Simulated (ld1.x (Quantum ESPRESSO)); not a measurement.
# bismuth (Bi): one change to a TM potential, before and after

* Element: Bi (Z = 83)
* Generator: ld1.x (Quantum ESPRESSO) 7.5
* Type: norm-conserving Troullier–Martins (Kleinman–Bylander form)
* Functional: PBEsol
* Relativity: scalar-relativistic
* Frozen core: [Xe] 4f14
* Valence charge: 15
* Reference configuration: 5d10 6s1.5 6p3.5
* Partial waves: 6s (bound): rc 1.60 bohr; 6p (bound): rc 2.40 bohr; 5d (bound): rc 1.80 bohr
* Local potential: all-electron potential smoothed inside 1.30 bohr (lloc = -1)
* Core correction: a·sin(br)/r model core inside 0.85 bohr

All-electron outer shells of the reference configuration (PBEsol, scalar-relativistic, ld1.x):

| shell | level (eV) | outermost node (bohr) | outermost maximum (bohr) |
| --- | --- | --- | --- |
| 4f | -153.53 | – | 0.34 |
| 5p | -96.71 | 0.48 | 0.86 |
| 5d | -27.88 | 0.51 | 1.03 |
| 6s | -15.06 | 0.98 | 1.86 |
| 6p | -4.94 | 1.14 | 2.44 |

Change: wave 6p (bound): rc 2.40 bohr becomes 6p (bound): rc 1.90 bohr.

Cutoffs: the cutoffs (Ry, on a coarse ladder) from which the occupation-weighted sum of valence levels, in a spherical-Bessel basis at the reference potential, stays within 10 and 1 mRy of its value at 400 Ry; they do not see the model core or the augmentation charge, which bear on the density cutoff. Errors are all-electron minus pseudo energies relative to the spin-unpolarised reference configuration.

Question: What does the change do?

Answer: The potential gets neither clearly harder nor softer (55 Ry and 100 Ry → 60 Ry and 100 Ry); both files keep a bound ghost (p, s); of the 7 tests that both files solve, the error grows in 2 and shrinks in 3 by more than 15 % and 0.3 meV (median size 17.0 → 11.2 meV).

```csv
quantity,base,changed
"cutoff, loose",55 Ry,60 Ry
"cutoff, tight",100 Ry,100 Ry
loose cutoff by channel (10 mRy a level),"s 30 Ry, p 6 Ry, d 50 Ry","s 30 Ry, p 25 Ry, d 50 Ry"
bound ghosts,"s, p","s, p"
"error for 5d10 6s2 6p3, meV [ΔE -5.01 eV]",0.0,+0.7
"error for 5d10 6s2 6p2, meV [ΔE 2.94 eV]",-5.9,-3.6
"error for 5d10 6s2 6p1, meV [ΔE 18.23 eV]",-17,-11
"error for 5d9 6s2 6p3, meV [ΔE 28.30 eV]",-94,-92
"error for 5d9 6s2 6p4, meV [ΔE 19.15 eV]",-140,-121
"error for 5d10 6s2 6p3.3, meV [ΔE -6.11 eV]",+1.4,+1.8
"error for 5d10 6s2 6p0, meV [ΔE 41.58 eV]",-42,-27
```

 A true bound ghost makes a file unfit for plane-wave use even where its test errors are small: the radial tests pick states by their node count and pass the ghost by.
